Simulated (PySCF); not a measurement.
C₂H₈AlFSi, SMILES [CH3][Al]([CH3])[SiH2]F.

The structure is a stationary point at ωB97X-D3(BJ)/def2-SVP. The structure was generated by enumeration; whether it is a known compound was not checked. The values are those of a single conformer.

Calculation: ωB97X-D3(BJ)/def2-SVP (PySCF).

Frequencies are harmonic and unscaled.

```json
[
 {"mode": "1", "ν (cm⁻¹)": "19", "IR (km/mol)": "0.5", "Raman (Å⁴/amu)": "1.3", "depolarisation": "0.75", "moving atoms (share of kinetic energy)": "H 36 %, F 29 %, Si 20 %, C 14 %"},
 {"mode": "2", "ν (cm⁻¹)": "32", "IR (km/mol)": "0.1", "Raman (Å⁴/amu)": "0.0", "depolarisation": "–", "moving atoms (share of kinetic energy)": "H 89 %"},
 {"mode": "3", "ν (cm⁻¹)": "42", "IR (km/mol)": "0.1", "Raman (Å⁴/amu)": "0.2", "depolarisation": "0.75", "moving atoms (share of kinetic energy)": "H 94 %"},
 {"mode": "4", "ν (cm⁻¹)": "67", "IR (km/mol)": "3.1", "Raman (Å⁴/amu)": "0.3", "depolarisation": "0.74", "moving atoms (share of kinetic energy)": "F 36 %, C 35 %, H 19 %, Al 9 %"},
 {"mode": "5", "ν (cm⁻¹)": "148", "IR (km/mol)": "5.3", "Raman (Å⁴/amu)": "2.4", "depolarisation": "0.60", "moving atoms (share of kinetic energy)": "C 37 %, H 34 %, Al 17 %"},
 {"mode": "6", "ν (cm⁻¹)": "157", "IR (km/mol)": "10.5", "Raman (Å⁴/amu)": "0.9", "depolarisation": "0.61", "moving atoms (share of kinetic energy)": "H 37 %, Al 36 %, C 22 %"},
 {"mode": "7", "ν (cm⁻¹)": "208", "IR (km/mol)": "11.7", "Raman (Å⁴/amu)": "3.1", "depolarisation": "0.67", "moving atoms (share of kinetic energy)": "F 33 %, Al 21 %, Si 20 %, C 14 %, H 12 %"},
 {"mode": "8", "ν (cm⁻¹)": "378", "IR (km/mol)": "1.2", "Raman (Å⁴/amu)": "24.2", "depolarisation": "0.11", "moving atoms (share of kinetic energy)": "Si 44 %, Al 24 %, C 17 %, H 15 %"},
 {"mode": "9", "ν (cm⁻¹)": "402", "IR (km/mol)": "15.9", "Raman (Å⁴/amu)": "2.2", "depolarisation": "0.70", "moving atoms (share of kinetic energy)": "H 80 %, Si 14 %"},
 {"mode": "10", "ν (cm⁻¹)": "542", "IR (km/mol)": "0.8", "Raman (Å⁴/amu)": "0.6", "depolarisation": "0.70", "moving atoms (share of kinetic energy)": "H 83 %, C 15 %"},
 {"mode": "11", "ν (cm⁻¹)": "590", "IR (km/mol)": "21.7", "Raman (Å⁴/amu)": "10.0", "depolarisation": "0.21", "moving atoms (share of kinetic energy)": "C 47 %, H 35 %, Al 17 %"},
 {"mode": "12", "ν (cm⁻¹)": "624", "IR (km/mol)": "1.0", "Raman (Å⁴/amu)": "3.7", "depolarisation": "0.38", "moving atoms (share of kinetic energy)": "H 70 %, C 26 %"},
 {"mode": "13", "ν (cm⁻¹)": "662", "IR (km/mol)": "40.5", "Raman (Å⁴/amu)": "1.3", "depolarisation": "0.75", "moving atoms (share of kinetic energy)": "H 67 %, C 19 %, Al 12 %"},
 {"mode": "14", "ν (cm⁻¹)": "709", "IR (km/mol)": "82.2", "Raman (Å⁴/amu)": "3.0", "depolarisation": "0.68", "moving atoms (share of kinetic energy)": "Al 45 %, C 33 %, H 22 %"},
 {"mode": "15", "ν (cm⁻¹)": "745", "IR (km/mol)": "254.5", "Raman (Å⁴/amu)": "0.9", "depolarisation": "0.66", "moving atoms (share of kinetic energy)": "H 63 %, C 22 %, Al 14 %"},
 {"mode": "16", "ν (cm⁻¹)": "748", "IR (km/mol)": "28.9", "Raman (Å⁴/amu)": "18.6", "depolarisation": "0.75", "moving atoms (share of kinetic energy)": "H 91 %"},
 {"mode": "17", "ν (cm⁻¹)": "838", "IR (km/mol)": "30.4", "Raman (Å⁴/amu)": "7.0", "depolarisation": "0.74", "moving atoms (share of kinetic energy)": "F 51 %, H 30 %, Si 19 %"},
 {"mode": "18", "ν (cm⁻¹)": "901", "IR (km/mol)": "197.6", "Raman (Å⁴/amu)": "6.6", "depolarisation": "0.63", "moving atoms (share of kinetic energy)": "H 58 %, Si 28 %, F 12 %"},
 {"mode": "19", "ν (cm⁻¹)": "964", "IR (km/mol)": "109.1", "Raman (Å⁴/amu)": "18.5", "depolarisation": "0.75", "moving atoms (share of kinetic energy)": "H 94 %"},
 {"mode": "20", "ν (cm⁻¹)": "1228", "IR (km/mol)": "31.8", "Raman (Å⁴/amu)": "2.7", "depolarisation": "0.08", "moving atoms (share of kinetic energy)": "H 79 %, C 21 %"},
 {"mode": "21", "ν (cm⁻¹)": "1231", "IR (km/mol)": "30.9", "Raman (Å⁴/amu)": "2.0", "depolarisation": "0.10", "moving atoms (share of kinetic energy)": "H 79 %, C 21 %"},
 {"mode": "22", "ν (cm⁻¹)": "1428", "IR (km/mol)": "1.7", "Raman (Å⁴/amu)": "11.8", "depolarisation": "0.75", "moving atoms (share of kinetic energy)": "H 96 %"},
 {"mode": "23", "ν (cm⁻¹)": "1433", "IR (km/mol)": "0.8", "Raman (Å⁴/amu)": "10.4", "depolarisation": "0.75", "moving atoms (share of kinetic energy)": "H 96 %"},
 {"mode": "24", "ν (cm⁻¹)": "1436", "IR (km/mol)": "4.7", "Raman (Å⁴/amu)": "9.5", "depolarisation": "0.75", "moving atoms (share of kinetic energy)": "H 95 %"},
 {"mode": "25", "ν (cm⁻¹)": "1438", "IR (km/mol)": "3.4", "Raman (Å⁴/amu)": "8.6", "depolarisation": "0.75", "moving atoms (share of kinetic energy)": "H 95 %"},
 {"mode": "26", "ν (cm⁻¹)": "2211", "IR (km/mol)": "151.5", "Raman (Å⁴/amu)": "161.1", "depolarisation": "0.40", "moving atoms (share of kinetic energy)": "H 96 %"},
 {"mode": "27", "ν (cm⁻¹)": "2215", "IR (km/mol)": "145.3", "Raman (Å⁴/amu)": "188.4", "depolarisation": "0.21", "moving atoms (share of kinetic energy)": "H 97 %"},
 {"mode": "28", "ν (cm⁻¹)": "3046", "IR (km/mol)": "4.6", "Raman (Å⁴/amu)": "21.0", "depolarisation": "0.02", "moving atoms (share of kinetic energy)": "H 97 %"},
 {"mode": "29", "ν (cm⁻¹)": "3046", "IR (km/mol)": "3.1", "Raman (Å⁴/amu)": "243.2", "depolarisation": "0.01", "moving atoms (share of kinetic energy)": "H 97 %"},
 {"mode": "30", "ν (cm⁻¹)": "3131", "IR (km/mol)": "5.2", "Raman (Å⁴/amu)": "90.3", "depolarisation": "0.74", "moving atoms (share of kinetic energy)": "H 91 %, C 9 %"},
 {"mode": "31", "ν (cm⁻¹)": "3133", "IR (km/mol)": "7.5", "Raman (Å⁴/amu)": "90.2", "depolarisation": "0.71", "moving atoms (share of kinetic energy)": "H 91 %, C 9 %"},
 {"mode": "32", "ν (cm⁻¹)": "3157", "IR (km/mol)": "6.9", "Raman (Å⁴/amu)": "109.7", "depolarisation": "0.70", "moving atoms (share of kinetic energy)": "H 91 %, C 9 %"},
 {"mode": "33", "ν (cm⁻¹)": "3163", "IR (km/mol)": "4.2", "Raman (Å⁴/amu)": "91.6", "depolarisation": "0.75", "moving atoms (share of kinetic energy)": "H 91 %, C 9 %"}
]
```
